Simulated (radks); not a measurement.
Problem. Ionisation ladder of zirconium, from Zr XXIII to Zr XL. Each ion is in the ground configuration listed by NIST, and IE = E(next ion) - E(this ion), with E = 0 for the bare nucleus. All-electron calculation, Dirac Kohn-Sham, PBE, spin-unpolarised, spherical densities, finite nucleus; open shells fill j = l - 1/2 first; Fermi nuclear charge, rms radius 4.2694 fm. Program: a radial shooting solver on a logarithmic mesh with Libxc functionals.

species     configuration  IE, Delta-SCF (eV)  -e(HOMO) (eV)   HOMO  <r> HOMO (bohr)
Zr XXIII             [Ar]                   ?         1066.1  3p3/2            0.405
Zr XXIV      [Ne] 3s2 3p5              1150.7         1122.3  3p3/2            0.401
Zr XXV       [Ne] 3s2 3p4              1207.9         1179.2  3p3/2            0.396
Zr XXVI      [Ne] 3s2 3p3              1265.7         1236.7  3p3/2            0.392
Zr XXVII     [Ne] 3s2 3p2              1345.0         1315.3  3p1/2            0.382
Zr XXVIII    [Ne] 3s2 3p1              1404.6         1374.8  3p1/2            0.378
Zr XXIX          [Ne] 3s2              1527.7         1499.4  3s1/2            0.391
Zr XXX           [Ne] 3s1              1584.5         1556.0  3s1/2            0.388
Zr XXXI              [Ne]              3789.8         3707.4  2p3/2            0.140
Zr XXXII     [He] 2s2 2p5                   ?         3872.5  2p3/2            0.138
Zr XXXIII    [He] 2s2 2p4                   ?         4040.0  2p3/2            0.136
Zr XXXIV     [He] 2s2 2p3              4294.9         4209.4  2p3/2            0.135
Zr XXXV      [He] 2s2 2p2              4568.7         4479.9  2p1/2            0.130
Zr XXXVI     [He] 2s2 2p1              4746.9         4657.7  2p1/2            0.128
Zr XXXVII        [He] 2s2              5002.9         4929.9  2s1/2            0.151
Zr XXXVIII       [He] 2s1                   ?         5075.1  2s1/2            0.150
Zr XXXIX             [He]               21607          21296  1s1/2           0.0368
Zr XL                 1s1               22189          21913  1s1/2           0.0365

Estimate the withheld Delta-SCF values.

Solution. Zr XXIII: 1094.1 eV (NIST 1092); Zr XXXII: 3956.1 eV (NIST 3950); Zr XXXIII: 4124.5 eV (NIST 4127); Zr XXXVIII: 5144.8 eV (NIST 5146.9).

Beside tabulated values, note that spin-unpolarised runs miss the spin-polarisation part of the exchange energy of open shells.
